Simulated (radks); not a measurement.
The numbers below are computed, except where a source is named.
Effect of the nuclear size on neutral calcium, [Ar] 4s2. Code: a radial shooting solver on a logarithmic mesh with Libxc functionals. Model: Dirac Kohn-Sham, BLYP, spin-unpolarised, spherical densities, finite nucleus; Fermi nuclear charge, rms radius 3.4776 fm. The rms radius is varied about that value; shifts are against it.

rms radius (fm)  total energy shift (eV)  density at nucleus (e/bohr^3)  1s1/2 shift (meV)  2s1/2 shift (meV)  2p1/2 shift (meV)
3.0116                          -0.00756                           6191              -3.19             -0.250              0.041
3.3489                          -0.00219                           6174             -0.925             -0.073              0.012
3.4776                                 0                           6168              0.000              0.000              0.000
3.7732                           0.00535                           6155               2.25              0.177             -0.029
4.2079                            0.0140                           6137               5.89              0.463             -0.075

Slopes of the eigenvalues against <r^2> in GHz/fm^2, as finite differences over the two radii next to the reference (eigenvalue slopes, not the field-shift constants of lines): 1s1/2 254, 2s1/2 20.0, 2p1/2 -3.25.
